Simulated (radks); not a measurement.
Values are calculated unless marked as measured or tabulated.
Species: Ir III. Configuration: [Xe] 4f14 5d7.

Code: a radial shooting solver on a logarithmic mesh with Libxc functionals. Model: non-relativistic Kohn-Sham, r2SCAN, spin-unpolarised, spherical densities, point nucleus; meta-GGA in the generalised Kohn-Sham scheme; relativity is left out, which matters for an element this heavy.

Energy parts (eV):
total: -457408.61
kinetic: 457295.25
electron-nucleus: -1087996.91
Hartree: 182209.04
exchange-correlation: -8915.99

Orbitals (lengths in bohr, moments of r in powers of bohr; <r^-3> diverges for s and p1/2):
orbital,occ.,eigenvalue (eV),<r^-3>,<1/r>
1s,2,-69367.34,-,76.44
2s,2,-11549.64,-,17.98
2p,6,-11086.25,16080,18.00
3s,2,-2700.366,-,6.957
3p,6,-2483.641,3486,6.900
3d,10,-2080.248,616.6,6.820
4s,2,-579.8152,-,3.022
4p,6,-486.6543,807.7,2.929
4d,10,-316.4230,125.3,2.737
4f,14,-91.4434,26.05,2.362
5s,2,-97.5662,-,1.221
5p,6,-68.9719,126.7,1.109
5d,7,-25.2260,11.37,0.8197

The highest occupied level is 5d at -25.226 eV. For comparison, the ionisation energy in NIST's Atomic Spectra Database is 28 eV (theoretical). In exact Kohn-Sham theory the highest level is minus the ionisation energy, but local and semilocal functionals leave it too shallow, through self-interaction and a potential that decays too fast; potentials with the right tail come closer. Virial ratio -V/T = 2.00025. The density falls to 0.001 e/bohr^3 at r = 3.54 bohr. The electron density at the nucleus is 3.273e+05 e/bohr^3.

Beside tabulated values, note that spin-unpolarised runs miss the spin-polarisation part of the exchange energy of open shells.
